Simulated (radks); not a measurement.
All-electron atom: a nucleus of charge 74.2 with 74 electrons in [Xe] 4f14 5d4 6s2. All-electron calculation, Dirac Kohn-Sham, PBEsol, spin-unpolarised, spherical densities, finite nucleus; open shells are shared between the two j in proportion to 2j + 1; Fermi nuclear charge, rms radius 5.3658 fm. Program: a radial shooting solver on a logarithmic mesh with Libxc functionals.

Normalised radial functions P(r) = r R(r) (large component), r in bohr:

```
   r/bohr * 4f7/2, o 6s1/2 (the largest magnitude, 1.3, reaches the edge; | marks zero, & curves that meet)
0.0006781                             &
0.0007894                             &
 0.000919                             &
  0.00107                             &
 0.001246                             *o
  0.00145                             *o
 0.001688                             *o
 0.001965                             *o
 0.002288                             *o
 0.002663                             *o
   0.0031                             *o
 0.003638                             *o
 0.004236                             *o
 0.004931                             *o
  0.00574                             *o
 0.006683                             *o
  0.00778                             *o
 0.009057                             *o
  0.01054                             *o
  0.01227                             *o
  0.01429                             *o
  0.01664                             *o
  0.01937                             &
  0.02255                             &
  0.02625                            o*
  0.03056                            o*
  0.03557                            o*
  0.04141                           o *
  0.04821                           o *
  0.05612                           o |*
  0.06534                            o|*
  0.07606                            o| *
  0.08926                             o  *
   0.1039                             |o  *
    0.121                             | o   *
   0.1408                             |  o    *
   0.1639                             |  o       *
   0.1909                             | o           *
   0.2222                             o                *
   0.2587                           o |                    *
   0.3011                          o  |                       *
   0.3506                         o   |                         *
   0.4081                          o  |                          *
   0.4751                            o|                          *
   0.5531                             |o                       *
   0.6439                             |   o                  *
   0.7496                             |     o            *
   0.8727                             |     o         *
    1.016                             |    o      *
    1.183                             | o      *
    1.377                           o |     *
    1.603                       o     |   *
    1.866                   o         |  *
     2.19                o            |*
    2.549                o            |*
    2.968                o            *
    3.455                  o          *
    4.022                    o        *
    4.682                      o      *
    5.451                         o   *
    6.346                           o *
    7.387                            o*
      8.6                            o*
    10.01                             &
```

4f7/2: eigenvalue -35.787 eV, 0 radial nodes, <r> = 0.607 bohr, 90 % of the charge inside 1.01 bohr. 6s1/2: eigenvalue -7.187 eV, 5 radial nodes at r = 0.0217, 0.0868, 0.225, 0.516, 1.27 bohr, <r> = 3.07 bohr, 90 % of the charge inside 4.54 bohr.
